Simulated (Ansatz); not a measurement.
C2H8BFSi (`BC[SiH](C)F`), relaxed with RKS PBE0-D4/def2-TZVP in Ansatz 0.2.0 from a PBE-D4/def2-SVP geometry. The force threshold is 0.005 eV/Å; the program also tests the step.

The species carries charge 0 and has multiplicity 1.

Start:

```xyz
13

B    -0.588   -0.256    1.857
C     0.477   -0.871    0.927
Si    0.027   -0.511   -0.883
C     0.064    1.320   -1.261
F     1.169   -1.263   -1.802
H    -1.606   -0.871    2.134
H    -0.472    0.884    2.276
H     1.495   -0.438    1.036
H     0.517   -1.982    0.956
H    -1.292   -1.136   -1.239
H     1.040    1.763   -0.975
H    -0.728    1.844   -0.686
H    -0.104    1.516   -2.339
```

Problem. By how much does the energy fall, and how many steps does the optimiser take? (Estimate.)

Solution. Computed: 7.04 kJ/mol, in 12 steps, 2 of them rejected.

Problem. Which bonds change most? (Estimate.)

Solution. The calculation gave: Si3–F5 from 1.648 to 1.606 Å; B1–H6 from 1.221 to 1.198 Å; C2–Si3 from 1.900 to 1.878 Å; B1–H7 from 1.220 to 1.199 Å.

Problem. Give the relaxed structure. (An estimate is asked.)

Solution. The calculation gave: 
```xyz
13

B    -0.569   -0.233    1.845
C     0.457   -0.887    0.912
Si    0.050   -0.508   -0.882
C     0.044    1.308   -1.246
F     1.191   -1.205   -1.770
H    -1.585   -0.798    2.134
H    -0.403    0.882    2.252
H     1.476   -0.503    1.030
H     0.456   -1.982    0.946
H    -1.235   -1.143   -1.270
H     0.985    1.774   -0.942
H    -0.766    1.800   -0.699
H    -0.103    1.495   -2.312
```
